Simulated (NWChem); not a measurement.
# Correlation energy of BCl

```
B
Cl 1 1.7192
```
Charge 0, spin multiplicity 1.

The numbers come from NWChem runs, not from measurements. The geometry was optimised at PBE0/def2-SVP, a minimum by its harmonic frequencies.

Basis set: cc-pVQZ. Each correlation energy counts from its own Hartree-Fock reference.

The correlated methods keep 6 core orbitals frozen. The structure started from a generated list of species. No row is a measurement; the coupled-cluster row has its own basis-set and correlation limits.

For the correlation energy, RI-MP2 gives -283.1 mHa and CR-CCSD[T] gives -322.9 mHa. What do CCSD, CR-CCSD(T) give?

CCSD: -310.1 mHa; CR-CCSD(T): -322.6 mHa.
